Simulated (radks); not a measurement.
Results of a calculation; reference values are marked as such.
Problem. Level of theory: non-relativistic Kohn-Sham, LB94 model potential, spin-polarised, spherical densities, point nucleus; open shells are filled with parallel spins first (spin-orbit coupling, left out, can overturn this in heavy ions) (a radial shooting solver on a logarithmic mesh with Libxc functionals). Response by self-consistent Sternheimer equations with the Hartree and adiabatic LDA kernel. For heavy and open-shell atoms this level of theory can miss by tens of per cent. Estimate the static dipole polarisabilities of C3+ ([He] 2s1) and Ti ([Ar] 3d2 4s2) and the C6 coefficients of the three pairs.

Solution. alpha = 3.213 and 82.87 bohr^3; C6 = 2.420 (C3+-C3+), 43.75 (C3+-Ti), 856.6 (Ti-Ti) hartree bohr^6.
